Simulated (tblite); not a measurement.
Compound: C4H9FSi.
SMILES with atom numbers: `[CH3:1]/[C:2]([SiH3:3])=[CH:4]/[CH2:5][F:6]` (hydrogens: H7, H8, H9 on C1; H10, H11, H12 on Si3; H13 on C4; H14, H15 on C5)

Geometry (GFN2-xTB, Å), atoms numbered from 1 in this order:
```
atom  x, y, z in Å
C1     1.978    0.120    0.088
C2     0.484    0.011    0.021
Si3   -0.215   -1.754    0.032
C4    -0.250    1.115   -0.041
C5    -1.739    1.207   -0.113
F6    -2.357   -0.020   -0.111
H7     2.346   -0.356    0.996
H8     2.309    1.157    0.078
H9     2.428   -0.400   -0.756
H10   -0.927   -2.031   -1.212
H11   -1.040   -1.971    1.218
H12    0.955   -2.642    0.109
H13    0.212    2.097   -0.044
H14   -2.052    1.715   -1.035
H15   -2.136    1.761    0.748
```

Computed with GFN2-xTB (tblite): harmonic, unscaled wavenumbers at the GFN2-xTB geometry, gas phase. This tight-binding method is rough: wavenumbers can miss measured ones by several per cent, in bad cases by 10 to 20. Modes of hydrogen on silicon can be 10 to 20 % off. One conformer, not necessarily the lowest.

Harmonic wavenumbers (cm⁻¹): 32.7, 152.0, 164.2, 197.8, 237.2, 268.7, 319.3, 336.8, 566.0, 567.2, 614.6, 668.9, 760.4, 797.8, 815.0, 821.9, 935.0, 970.0, 1021.1, 1026.9, 1117.2, 1152.3, 1206.3, 1302.0, 1322.8, 1403.5, 1434.7, 1482.8, 1490.8, 1709.6, 2205.3, 2278.4, 2285.6, 2894.0, 2915.1, 3003.0, 3003.5, 3011.6, 3019.0.

A = 3670, B = 2282, C = 1457 MHz; mass 104.046 u (most abundant isotopes); point group Cs, symmetry number 1.

Question: What is the zero-point energy?

Answer: ½Σν̃ = 24756 cm⁻¹ = 70.78 kcal/mol.

Question: What is S at 500 K and 1 bar for an ideal gas of classical rigid rotors and harmonic oscillators?

Answer: Translation 42.43, rotation 29.21, vibration 38.13: S = 109.8 cal/(mol K).

Question: And Cp and H(500 K) − H(0)?

Answer: Cp = 45.92 cal/(mol K), of which vibrations give 37.97 (their classical limit is 39 R = 77.5); H(500 K) − H(0) = 13.85 kcal/mol without the zero-point energy, 9.88 from vibrations.

Question: Which modes carry the vibrational entropy at 500 K?

Answer: 32.7 cm⁻¹: 6.68; 152.0 cm⁻¹: 3.65; 164.2 cm⁻¹: 3.50; 197.8 cm⁻¹: 3.13; 237.2 cm⁻¹: 2.78; 268.7 cm⁻¹: 2.55 cal/(mol K); the other 33 give 15.84 together.

Question: Blend soft modes into free rotors: weight 1/[1 + (100 cm⁻¹/ν̃)⁴] for the oscillator and the rest for a rotor with moment μB/(μ + B), μ = h/(8π²ν), B = 10⁻⁴⁴ kg m². What vibrational entropy results?

Answer: 35.73 cal/(mol K) in place of 38.13, which changes −T·S at 500 K by +1.20 kcal/mol.

Question: What must be added to the electronic energy to get the Gibbs energy at 500 K and 1 bar?

Answer: ZPE + [H(500 K) − H(0)] − T·S = 70.78 + 13.85 − 54.88 = 29.75 kcal/mol.

Question: How do the functions run with temperature in this model?

Answer: 
| T (K) | S (cal/(mol K)) | Cp (cal/(mol K)) | H − H(0) (kcal/mol) | G − H(0) (kcal/mol) | ln q(vib) |
| --- | --- | --- | --- | --- | --- |
| 50 | 55.8 | 11.1 | 0.47 | -2.32 | 0.52 |
| 100 | 65.0 | 16.0 | 1.15 | -5.35 | 1.33 |
| 298.15 | 89.8 | 32.0 | 5.91 | -20.84 | 5.20 |
| 373.15 | 97.6 | 37.7 | 8.53 | -27.87 | 6.71 |
| 750 | 130.8 | 57.6 | 26.90 | -71.18 | 14.08 |
| 1000 | 148.5 | 65.3 | 42.33 | -106.14 | 18.59 |

q(vib) and H(0) count from the zero-point level.

Hindered rotation and anharmonicity are outside this model. Other conformers, if any are populated, would add a mixing term that is left out.
